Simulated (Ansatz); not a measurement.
Reaction (ligand exchange at the Si–Se bond): `C[SiH2][Se][SiH3]` + `OCF` → `C[SiH2]OCF` + `[SiH3][SeH]`

Program: Ansatz. Geometries: PBE0-D4/def2-TZVP. ΔE: electronic, gas phase. CCSD(T)/CBS adds triple-zeta CCSD(T) − MP2 to the extrapolated MP2 energy (def2 sets, frozen cores). Functionals use def2-TZVPP. For Se outer-core shells are correlated without core-valence functions, which leaves a few kJ/mol of doubt a bond. Scalar relativity is left out up to krypton. One conformer a species, not always the lowest.

(1) Is it downhill or uphill in electronic energy at CCSD(T)/CBS, and by how much? (Estimate.)

(2) What do these levels give: revPBE-D4, r2SCAN, BHLYP, CAM-B3LYP, CCSD/def2-SVP, MP2/def2-TZVPP? (An estimate is asked.)

Largest T1 diagnostic among the species: 0.011.

Results:

(1) The calculation gave: Downhill: ΔE = -17.1 kJ/mol.

(2) Computed: revPBE-D4 -5.5, r2SCAN -19.3, BHLYP -32.6, CAM-B3LYP -34.2, CCSD/def2-SVP -24.9, MP2/def2-TZVPP -16.1 kJ/mol.

In def2-TZVPP, CCSD(T) changes the Hartree–Fock value by +16.4 kJ/mol (the triples alone add +3.2 kJ/mol) and MP2 by +21.8 kJ/mol. At CCSD(T), def2-SVP lies −6.0 kJ/mol from the extrapolated value and def2-TZVPP −4.3 kJ/mol. From BLYP to BHLYP (50 % exact exchange), in def2-TZVPP and without D4, ΔE moves by −3.7 kJ/mol.
